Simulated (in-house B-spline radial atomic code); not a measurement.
Checks on a self-consistent run for the silicon ion Si⁶⁺, [He] 2s1 2p4 5g1. Method: Dirac-Hartree-Fock, average of configuration, Fermi nucleus of rms radius 3.1224 fm. Calculated with an all-electron radial atomic-structure program (B-spline basis).

| orbital | q | ε (Eh) | <1/r> | <r²> | small-component weight |
| --- | --- | --- | --- | --- | --- |
| 1s1/2 | 2 | -76.57610 | 13.6691 | 0.0165196 | 0.0024691 |
| 2s1/2 | 1 | -12.18626 | 2.8334 | 0.314953 | 0.00042151 |
| 2p1/2 | 1.3333 | -10.53957 | 2.74787 | 0.267302 | 0.00040063 |
| 2p3/2 | 2.6667 | -10.50900 | 2.73534 | 0.268893 | 0.00039916 |
| 5g7/2 | 0.44444 | -0.98009 | 0.28007 | 16.8308 | 2.6102e-05 |
| 5g9/2 | 0.55556 | -0.98006 | 0.280056 | 16.8322 | 2.6101e-05 |

Electron-electron repulsion V_ee = 53.9240 hartree.

Task: What total energy follows from the eigenvalues?

Result: The eigenvalues count the repulsion twice, so E = Σqε - V_ee = -208.395 - 53.924 = -262.319 hartree; the run printed -262.319.

Task: Does the Dirac virial theorem hold?

Result: For a point nucleus E = -2c²Σq·w, with w the small-component weight. Here Σq·w = 0.0069844 and c = 137.0360, so the ratio E/(-2c²Σq·w) is 1.000002.

Task: What diamagnetic shielding (Lamb formula) and susceptibility (Langevin formula) do the radii give?

Result: σ = (α²/3)Σq<1/r> = 41.4098/(3·137.036²) = 735.04 ppm, and χ = -0.79199×10⁻⁶·Σq<r²> = -14.46×10⁻⁶ cm³/mol with Σq<r²> = 18.253 bohr². Both are non-relativistic formulas without the paramagnetism of open shells.
